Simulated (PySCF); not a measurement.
Constitutional and geometric isomers with formula C4H3N. All species are isolated molecules in the gas phase. Strings in code marks are SMILES.

Computed with PBE-D3(BJ)/def2-TZVP // B3LYP-D3(BJ)/def2-TZVP in PySCF. All candidates: neutral, multiplicity 1. 

```yaml
HOMO–LUMO gap: 4.10 eV
HOMO: -6.92 eV
LUMO: -2.82 eV
```

### Question
Which member has these values?
A) `N#CC1=CC1`
B) `N=C=C1C=C1`
C) `C#CC#CN`
D) `C#CCC#N`

### Answer
A, `N#CC1=CC1`. The others give `C#CCC#N`: 6.34 eV, -7.29 eV, -0.94 eV; `N=C=C1C=C1`: 2.56 eV, -4.34 eV, -1.78 eV; `C#CC#CN`: 3.84 eV, -5.17 eV, -1.33 eV
